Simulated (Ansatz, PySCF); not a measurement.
Torsion H4–N1–Si2–F3 in FH2NSi (SMILES N[Si]F); at each angle all else is relaxed with GFN2-xTB, and the levels are single points there.
Geometry at 0° (charge 0, multiplicity 1):
```xyz
5

N     -0.5838    -0.0250     0.0588
Si     0.9204    -0.7566     0.3836
F      1.6580     0.6346     0.8699
H     -0.7630     0.9621     0.1883
H     -1.3882    -0.5215    -0.2810
```

On the grid 0° to 330°, 90° is the highest and 0° the lowest point at CCSD(T)/CBS(cc-pV(T+d)Z, cc-pV(Q+d)Z).

Correlated levels freeze the cores. CBS: X⁻³ extrapolation of the correlation energy, Hartree–Fock from the larger set. Rows in 6-31G*, STO-3G carry no dispersion term and start afresh at each structure (6-31G* with six Cartesian d functions). MP2/6-31G* freezes PySCF's default core.

Codes used: Ansatz (an electronic-structure program); PySCF for 6-31G* rows, STO-3G rows. Each number belongs to the level named beside it.

Estimate the energy at 90° less that at 0° that HF/STO-3G returns for this input.

17.0 kcal/mol

Predict the energy at 90° less that at 0° from MP2/6-31G*.

15.2 kcal/mol

Predict the energy at 90° less that at 0° from CCSD(T)/CBS(cc-pV(T+d)Z, cc-pV(Q+d)Z).

13.5 kcal/mol
